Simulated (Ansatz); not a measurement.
Cartesian coordinates in Å:
```
Si -0.0401 1.0835 -1.4830
C -0.0719 -0.0373 0.0385
N -1.0281 -0.6230 0.6698
C 0.0256 -1.1249 1.5369
O 1.0348 -0.4203 0.7528
H -0.8565 2.2874 -1.2008
H 1.3702 1.4552 -1.7424
H -0.6057 0.3379 -2.6318
H 0.1786 -2.2048 1.4973
H -0.0068 -0.7536 2.5627
```

The species carries charge 0 and has multiplicity 1.

Task: List the PBE0/def2-TZVPP orbital energies in eV (Ansatz). (Estimate.)

Result: Computed: Occupied: -1802.99, -523.80, -391.25, -280.70, -280.64, -145.36, -100.02, -100.00, -99.99, -31.43, -24.82, -19.92, -16.40, -14.44, -14.35, -13.52, -13.37, -10.60, -10.20, -9.82, -9.64, -8.26, -7.98. Lowest empty: -0.73, 0.50, 0.60, 1.70, 1.87, 1.90, 2.10, 3.26.
